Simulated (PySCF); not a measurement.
H6O2P2Si, SMILES O[Si](O)(P)P. Geometry optimised at B3LYP-D3(BJ)/def2-SVP. The structure was generated by enumeration, and PubChem lists no compound with its InChIKey, so it may never have been made. The values are those of a single conformer.

Computed equilibrium geometry at B3LYP-D3(BJ)/def2-SVP (PySCF confirms it by a frequency run) as bond lengths and angles (one conformer of several):
Atoms: O1 Si2 O3 P4 P5 H6 H7 H8 H9 H10 H11. Bonded distances (Å): O1–Si2 1.668, O1–H6 0.966, Si2–O3 1.670, Si2–P4 2.265, Si2–P5 2.268, O3–H7 0.966, P4–H8 1.429, P4–H9 1.429, P5–H10 1.432, P5–H11 1.430. Bond angles (°): Si2–O1–H6 116.1, O1–Si2–O3 112.0, O1–Si2–P4 110.6, O1–Si2–P5 102.9, O3–Si2–P4 102.9, O3–Si2–P5 114.8, P4–Si2–P5 113.9, Si2–O3–H7 116.5, Si2–P4–H8 93.6, Si2–P4–H9 93.2, H8–P4–H9 94.1, Si2–P5–H10 93.8, Si2–P5–H11 92.7, H10–P5–H11 93.6.
